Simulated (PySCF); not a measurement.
From a raw peak list to a structure

Formula C$_{8}$H$_{10}$. The spectrum was simulated from the full spin Hamiltonian at 400 MHz with 0.8 Hz Lorentzian lines, from shifts rounded to 0.01 ppm and J to 0.1 Hz, couplings under 1 Hz left out.

```tsv
region	integral (H)	ppm	Hz	height
1	2	7.447	2978.6	4
1		7.443	2977.4	12
1		7.442	2976.7	10
1		7.438	2975.1	3
1		7.422	2968.7	36
1		7.418	2967.2	11
1		7.402	2960.7	27
1		7.396	2958.4	4
2	3	7.329	2931.4	23
2		7.314	2925.7	9
2		7.310	2923.9	67
2		7.307	2922.9	39
2		7.288	2915.4	33
3	2	2.502	1001.0	16
3		2.481	992.4	48
3		2.460	983.8	49
3		2.438	975.2	17
4	3	1.161	464.5	51
4		1.140	456.0	100
4		1.118	447.4	47
```

All values are calculated (PySCF): geometry from PBE0-D3(BJ)/def2-SVP, J: B3LYP/pcJ-1 (without the spin–dipole term), PBE0/pcSseg-1 with gauge-including orbitals. Averaged over atoms made equivalent by symmetry, fast rotation or ring inversion, no solvent model, one computed conformer, non-relativistic Hamiltonian.

References, each an isolated molecule treated in the same way: $^{1}$H (31.27 ppm) against TMS.

Q: Analyse the multiplets.

A: $^{1}$H NMR (400 MHz, computed): δ 7.42 (m, 2H), 7.31 (m, 1H), 7.30 (m, 2H), 2.47 (q, J = 8.6 Hz, 2H), 1.14 (t, J = 8.6 Hz, 3H). These are first-order names from the parameters used; overlap and second-order distortion can hide them in the list.

Q: What is the compound?

A: Ethylbenzene (SMILES CCc1ccccc1).

Structure with atom numbers: `[CH3:1][CH2:2][c:3]1[cH:4][cH:5][cH:6][cH:7][cH:8]1`. Hydrogens are named by the atom that carries them.

1. δ 7.42: H(C5)/H(C7), hydrogen on an aromatic CH, coupled to H(C4)/H(C8) and H(C6) (8.4 Hz).
2. δ 7.31: H(C6), hydrogen on an aromatic CH, coupled to H(C5)/H(C7) (8.3 Hz).
3. δ 7.30: H(C4)/H(C8), hydrogen on an aromatic CH, coupled to H(C5)/H(C7) (8.5 Hz).
4. δ 2.47: H(C2), hydrogen on an sp3 CH2 on an aromatic ring, coupled to H(C1) (8.6 Hz).
5. δ 1.14: H(C1), hydrogen on a methyl carbon, coupled to H(C2) (8.6 Hz).

This is the structure that produced the data.

Splittings below 1 Hz are ignored in the labels, and close J values are merged. Couplings among chemically equivalent protons are left out too, so labels in AA′BB′ or AA′XX′ sets are apparent multiplicities. Unscaled 3J(H,H) at this level run about 10 % above measured values.
